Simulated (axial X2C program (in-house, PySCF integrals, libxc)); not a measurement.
SeCl⁺: from the spin-free to the two-component result

Computed with an axial X2C code built on PySCF integrals. Spin-free means the one-electron spin-free X2C Hamiltonian; two-component (2c) means X2C with spin–orbit coupling and atomic mean-field two-electron Coulomb and Gaunt terms, so the difference of the two also holds small scalar two-electron terms. Basis: Se dyall-cv3z [8s9p6d4f1g], Cl dyall-av3z [9s8p3d2f] (cores contracted in-house); Gaussian nuclei, density fitting, unrestricted open shells. Masses: Se 79.917 u, Cl 34.969 u.

Spin-free state: M_S = 1, Λ = 0 (beyond evenly filled blocks: π+α, π-α); fragments Se+ + Cl.

```json
{"level": "PBE0", "Re (Å)": "2.030", "ωe (cm⁻¹)": "535.3", "De (eV)": "3.265", "μ (D)": "-0.33"}
{"level": "CCSD", "Re (Å)": "2.043", "ωe (cm⁻¹)": "519.4", "De (eV)": "2.567", "μ (D)": "n/a"}
{"level": "CCSD(T)", "Re (Å)": "2.049", "ωe (cm⁻¹)": "513.8", "De (eV)": "2.747", "μ (D)": "n/a"}
{"level": "B97-3", "Re (Å)": "2.043", "ωe (cm⁻¹)": "525.7", "De (eV)": "3.236", "μ (D)": "-0.41"}
```

Correlated methods: 12 electrons correlated (number of frozen shells: Se 3 s, 2 p, 1 d; Cl 2 s, 1 p), 212 virtual spin orbitals or spinors in MP2, 89 natural virtuals in coupled cluster.

Dipoles are positive if Cl is the positive end and refer to the centre of mass.

Two-component determinant lowest at the distance of the search:

Ω = 1 (⟨Sz⟩ = 1.00, ⟨Lz⟩ = 0.00 at HF); fragments Se+ + Cl.

| level | Re (Å) | ωe (cm⁻¹) | De (eV) | μ (D) |
| --- | --- | --- | --- | --- |
| PBE0 | 2.031 | 534.3 | 3.242 | -0.33 |
| CCSD | 2.044 | 517.7 | 2.526 | n/a |
| CCSD(T) | 2.050 | 512.2 | 2.698 | n/a |
| B97-3 | 2.044 | 524.6 | 3.186 | -0.41 |

Q: From the two tables, how do the constants change at the CCSD(T) level (2c against spin-free)?

A: At the CCSD(T) level Re rises by 0.001 Å and ωe falls by 1.6 cm⁻¹; De changes by -0.049 eV.

The state is a single determinant with fixed occupations, the lowest that a limited PBE0 search found. De is counted from the lowest determinant-based energies of the atoms at the same level, without counterpoise correction. Density functionals use the spin component along the axis (collinear). Coupled cluster ran in a truncated set of natural virtual spinors; the MP2 energy of the rest was added. (T) has no such correction and the atoms are truncated less, which lowers De at CCSD(T) by a hundredth of an eV or more. The 2c atoms are single determinants rather than J levels; their spin–orbit lowering is only partly caught, and De is too large by that part. This holds for PBE0. Other states lie close and PBE0, whose exact exchange favours high spin, may order them wrongly; the determinant shown need not be the ground state. The nearest other spin-free determinant of the search, M_S = 0, Λ = 2, lies 0.87 eV up at the distance of the search. Without a current term, density functionals place determinants with orbital angular momentum somewhat too high. With several unpaired electrons one determinant need not be a pure state. Open-shell Ω = 0 determinants with evenly filled partner blocks cannot be reached by this program, so the Ω shown need not be the lowest component. This is the Ω = 1 component of a π² triplet; the 0⁺ component is not one determinant and can lie lowest. The determinant is spin-polarised beyond a pure state at some levels (its spin-free form has ⟨S²⟩ too high), which makes Re and μ there less reliable.
